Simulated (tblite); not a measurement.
Species: C2H6F2O2Si2.
Numbering: `[F:1][CH2:2][C@@H:3]1[O:4][Si@H:5]([F:6])[O:7][SiH2:8]1` (hydrogens: H9, H10 on C2; H11 on C3; H12 on Si5; H13, H14 on Si8)

A start from a force field or distance geometry was refined with GFN2-xTB geometry optimisation, gas phase (tblite). Values at the start:

```tsv
coordinate	start
F1–C2	1.384 Å
C2–C3	1.524 Å
C2–H9	1.104 Å
C2–H10	1.093 Å
C3–O4	1.388 Å
C3–Si8	1.860 Å
C3–H11	1.105 Å
O4–Si5	1.682 Å
Si5–F6	1.685 Å
Si5–O7	1.727 Å
Si5–H12	1.484 Å
O7–Si8	1.742 Å
Si8–H13	1.471 Å
Si8–H14	1.451 Å
C2–C3–Si8	112.4°
C3–O4–Si5	110.0°
C3–Si8–O7	97.8°
O4–C3–Si8	102.6°
O4–Si5–F6	111.0°
O4–Si5–O7	107.8°
Si5–O7–Si8	97.1°
F6–Si5–O7	112.2°
C2–C3–O4–Si5	-83°
C2–C3–Si8–O7	66°
O4–Si5–O7–Si8	-24°
Si5–O7–Si8–C3	40°
```

**Question.** How do these coordinates change at the GFN2-xTB level?

**Answer.** 
| coordinate | GFN2-xTB (Å or °) | change |
| --- | --- | --- |
| O7–Si8 | 1.634 | -0.108 |
| Si5–O7 | 1.632 | -0.095 |
| Si5–F6 | 1.596 | -0.089 |
| C3–Si8 | 1.940 | +0.080 |
| O4–Si5 | 1.616 | -0.066 |
| Si5–H12 | 1.436 | -0.048 |
| C3–O4 | 1.422 | +0.034 |
| Si8–H13 | 1.455 | -0.016 |
| F1–C2 | 1.374 | -0.010 |
| C2–H9 | 1.095 | -0.009 |
| C3–H11 | 1.096 | -0.009 |
| C2–H10 | 1.094 | +0.001 |
| Si8–H14 | 1.452 | +0.001 |
| C2–C3 | 1.525 | +0.001 |
| Si5–O7–Si8 | 117.0 | +19.9 |
| C3–O4–Si5 | 118.1 | +8.1 |
| O4–Si5–O7 | 102.2 | -5.6 |
| O4–C3–Si8 | 107.0 | +4.4 |
| F6–Si5–O7 | 108.6 | -3.6 |
| C3–Si8–O7 | 95.6 | -2.2 |
| O4–Si5–F6 | 109.3 | -1.7 |
| C2–C3–Si8 | 113.4 | +1.0 |
| C2–C3–Si8–O7 | 120 | +54 |
| C2–C3–O4–Si5 | -126 | -43 |
| Si5–O7–Si8–C3 | 1 | -39 |
| O4–Si5–O7–Si8 | -3 | +21 |

The energy falls by 107.2 kJ/mol over 78 L-BFGS steps, the largest force on an atom goes from 3.39 to 0.010 eV/Å, and the atoms move by 0.594 Å rms after alignment. The bond that changes most is O7–Si8 (siloxane oxygen to oxygen-bound silicon), which shortens by 0.108 Å. Bonds longer at the end by more than 0.005 Å: 2 of 14; shorter: 9. Among the dihedrals that turn most is C2–C3–Si8–H14, from -53° to 9°. Rotational constants go from 2153, 1160, 953.1 to 2553, 1009, 832.4 MHz.

Hardware: an Arm Neoverse V1 with one thread, shared host with 32 logical CPUs at a one-minute load of 16. Cost: 0.58 s of wall time.

Its GFN2-xTB frequencies are all real (lowest 45 cm⁻¹). One conformer, not necessarily the lowest.

The numbers are calculated, not measured.
